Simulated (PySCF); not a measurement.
Al(F)(OH)2 (AlFH2O2), SMILES [OH][Al]([OH])[F]. Atoms are numbered in the order given.

```xyz
6

Al    -0.0147    -0.0060     0.0000
F     -1.6303     0.3851     0.0000
O      0.3955    -1.6495     0.0000
H      1.3061    -1.9653     0.0000
O      1.1763     1.2033     0.0000
H      0.9836     2.1479     0.0000
```

The structure is a stationary point at TPSSh-D3(BJ)/def2-SVP. Other conformers were not sampled.

The numbers are results of PySCF with TPSSh-D3(BJ)/def2-SVP, not measurements.

Frequencies are harmonic and unscaled.

Computed harmonic wavenumbers and intensities:
```tsv
mode	ν (cm⁻¹)	IR (km/mol)	Raman (Å⁴/amu)	depolarisation	moving atoms (share of kinetic energy)
1	223	35.0	1.4	0.74	O 53 %, H 21 %, Al 14 %, F 12 %
2	239	24.8	0.9	0.73	F 42 %, O 34 %, Al 16 %, H 8 %
3	283	19.2	0.4	0.75	Al 60 %, H 17 %, O 13 %, F 10 %
4	324	308.6	0.1	0.75	H 77 %, O 16 %
5	342	5.9	0.7	0.75	H 89 %, O 10 %
6	581	80.6	3.5	0.08	H 73 %, O 26 %
7	591	222.9	1.7	0.65	H 72 %, O 23 %
8	700	9.2	8.6	0.06	O 53 %, F 33 %, H 14 %
9	948	140.1	1.3	0.40	Al 51 %, F 24 %, O 22 %
10	972	145.5	2.1	0.56	Al 50 %, O 37 %
11	3889	97.2	96.7	0.31	H 94 %
12	3893	78.5	98.5	0.21	H 94 %
```
